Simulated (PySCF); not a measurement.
Al(Br)(Me)(NH2) (CH₅AlBrN), SMILES [CH3][Al]([NH2])[Br].

Coordinates come from a PBE-D3(BJ)/def2-SVP optimisation. The structure was generated by enumeration; whether it is a known compound was not checked. The values are those of a single conformer.

Calculation: PySCF with PBE-D3(BJ)/def2-SVP.

Frequencies are harmonic and unscaled.

Computed harmonic wavenumbers and intensities:
| mode | ν (cm⁻¹) | IR (km/mol) | moving atoms (share of kinetic energy) |
|---|---|---|---|
| 1 | 64 | 0.1 | H 98 % |
| 2 | 136 | 2.5 | C 34 %, H 24 %, Al 19 %, Br 12 %, N 10 % |
| 3 | 161 | 1.2 | N 41 %, H 30 %, Br 13 %, C 10 % |
| 4 | 181 | 8.8 | Al 62 %, H 18 %, N 12 % |
| 5 | 360 | 26.5 | Al 42 %, Br 28 %, C 12 %, H 10 %, N 9 % |
| 6 | 363 | 31.1 | H 96 % |
| 7 | 405 | 130.1 | H 85 %, N 15 % |
| 8 | 585 | 3.4 | H 65 %, C 19 %, N 13 % |
| 9 | 625 | 26.1 | H 44 %, C 29 %, Al 17 %, N 10 % |
| 10 | 647 | 25.5 | H 77 %, C 18 % |
| 11 | 716 | 191.9 | H 56 %, Al 20 %, C 15 % |
| 12 | 834 | 103.4 | Al 44 %, N 42 %, H 12 % |
| 13 | 1166 | 18.2 | H 79 %, C 20 % |
| 14 | 1373 | 3.1 | H 95 % |
| 15 | 1378 | 0.8 | H 96 % |
| 16 | 1470 | 44.7 | H 89 %, N 11 % |
| 17 | 2972 | 2.0 | H 97 % |
| 18 | 3068 | 1.5 | H 91 %, C 9 % |
| 19 | 3076 | 4.6 | H 91 %, C 9 % |
| 20 | 3501 | 27.5 | H 96 % |
| 21 | 3594 | 23.9 | H 91 %, N 9 % |
